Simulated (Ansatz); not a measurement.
Consider the ligand exchange at the In–O bond: `[OH][InH][Br]` + `CNC` → `C[N](C)[InH][Br]` + H₂O.

Program: Ansatz. Geometries: PBE0-D4/def2-TZVP. ΔE: electronic, gas phase. CBS: MP2 limit from def2 TZ/QZ plus the TZ coupled-cluster correction, frozen cores. This one scheme is used for every species. Functionals use def2-TZVPP. B3LYP here is the variant with VWN-RPA as its local correlation; programs differ in this. HSE06 is defined as in plane-wave codes. def2 core potentials past Kr. For Br, In outer-core shells are correlated without core-valence functions, which leaves a few kJ/mol of doubt a bond. Scalar relativity is left out up to krypton. One conformer a species, not always the lowest.

```tsv
level	ΔE (kJ/mol)	difference from CCSD(T)/CBS
PBE-D4	12.6	7.8
revPBE-D4	13.5	8.7
B97M-V	20.3	15.5
B3LYP-D4	14.0	9.2
ωB97X-V	17.0	12.2
ωB97M-V	14.9	10.1
B2PLYP	17.5	12.7
PBE-QIDH	10.8	6.0
B3LYP	25.0	20.2
HSE06	17.6	12.8
CAM-B3LYP	23.4	18.6
LC-ωPBE	20.3	15.5
HF/def2-SVP	24.9	20.1
MP2/def2-TZVPP	1.7	-3.1
SCS-MP2/def2-QZVPP	8.2	3.4
CCSD/CBS(def2)	8.1	3.3
CCSD(T)/CBS	4.8	0
```

Largest T1 diagnostic among the species: 0.014.

The D4 term adds −11.1 kJ/mol with B3LYP and −6.3 kJ/mol with PBE0; it sums over pairs of atoms, weighted by their polarisabilities, and B3LYP, whose exchange is more repulsive, gets the larger term. In def2-TZVPP, CCSD(T) changes the Hartree–Fock value by −25.8 kJ/mol (the triples alone add −3.4 kJ/mol) and MP2 by −30.6 kJ/mol. Leaving LDA and LC-ωPBE aside and taking each functional with its dispersion term where it has one, the values spread over 9.4 kJ/mol, from PBE-QIDH to B97M-V. LDA lies −16.0 kJ/mol from PBE without D4.
